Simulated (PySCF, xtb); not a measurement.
AsH4Si, SMILES [SiH2][AsH2], multiplicity 2.

Coordinates come from a B3LYP-D3(BJ)/def2-TZVP optimisation. The isomer is the one that the SMILES or the coordinates give; other isomers of the formula were not compared.

Computed with C-PCM-B3LYP/def2-SVP run with PySCF 2.14.0.

The values are the electrostatic part of the solvation free energy, E(continuum) − E(gas) at the gas-phase geometry, in a cavity of scaled van der Waals radii (PySCF's table); cavitation and dispersion terms are not included. The dipole moment in vacuum is 0.44 D.

Estimate the values in water (ε = 78.36), cyclohexanone (ε = 15.62), acetone (ε = 20.49). (An estimate is asked for; the answer gives what the named calculation found.)


```
solvent            ε  ΔG(elec) (kcal/mol)  dipole (D)
-------------  -----  -------------------  ----------
water          78.36                 -0.7        0.66
cyclohexanone  15.62                 -0.6        0.64
acetone        20.49                 -0.6        0.65
```

For comparison, GFN2-xTB/ALPB(water) (xtb, at the GFN2-xTB geometry, all terms of that model) gives 0.3 kcal/mol.
